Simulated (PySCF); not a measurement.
How methods differ on the excitation energy of Ge

Ge [Ar] 3d10 4s2 4p2 (3P) → Ge [Ar] 3d10 4s1 4p3 (5S), as a difference of total energies. All numbers are calculated (PySCF 2.14, scalar relativity through the core potential, in aug-cc-pVQZ-PP with ECP10MDF (7s6p5d3f2g, 89 functions)). Correlated levels: valence: 3s2 3p6 3d10 frozen. The calculations carry no spin-orbit coupling.

```tsv
method	excitation energy (cm⁻¹)
UHF	28096
MP2 (valence)	35682
SCS-MP2 (valence)	39128
CCSD (valence)	37196
CCSD(T) (valence)	37561
```

Errors of the correlated levels include the incompleteness of this basis and the frozen core.

Task: Which method comes closest to the reference value, and which is furthest?

Result: The reference is 40958 cm⁻¹ (measured; NIST levels, between the centres of gravity of the two terms). Closest: SCS-MP2 (valence) (error -1829.8 cm⁻¹); furthest: UHF (error -12861 cm⁻¹).
